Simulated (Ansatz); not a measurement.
`BCO[SiH2][AlH2]`, relaxed with RKS PBE-D4/def2-SVP in Ansatz 0.2.0 from a rough embedded geometry. The force threshold is 0.03 eV/Å; the program also tests the step.

Total charge 0; spin multiplicity 1.

Start:

```xyz
13

B     1.682    1.546    0.758
C     0.506    0.628    1.090
O    -0.598    1.003    0.301
Si   -0.697   -0.063   -1.177
Al   -1.653   -2.090   -0.659
H     2.193    2.290    1.583
H     2.220    1.539   -0.328
H     0.238    0.758    2.125
H     0.830   -0.475    1.041
H     0.674   -0.210   -1.674
H    -1.504    0.676   -2.120
H    -3.121   -2.201   -0.040
H    -0.772   -3.400   -0.901
```

**Question.** By how much does the energy fall, and how many steps does the optimiser take? (An estimate is asked.)

**Answer.** The calculation gave: 0.79 eV, in 24 steps.

**Question.** Which bonds change most? (An estimate is asked.)

**Answer.** The calculation gave: Si4–Al5 from 2.300 to 2.480 Å; O3–Si4 from 1.826 to 1.695 Å; Si4–H11 from 1.444 to 1.506 Å; Si4–H10 from 1.465 to 1.521 Å.

**Question.** Give the relaxed structure. (An estimate is asked.)

**Answer.** The calculation gave: 
```xyz
13

B     1.730    1.373    0.915
C     0.240    0.931    1.029
O    -0.607    1.080   -0.102
Si   -0.591   -0.057   -1.359
Al   -1.396   -2.271   -0.587
H     2.433    1.256    1.903
H     2.187    1.863   -0.099
H    -0.166    1.577    1.855
H     0.173   -0.095    1.485
H     0.804   -0.172   -1.954
H    -1.476    0.530   -2.426
H    -1.516   -2.606    0.982
H    -1.815   -3.408   -1.642
```
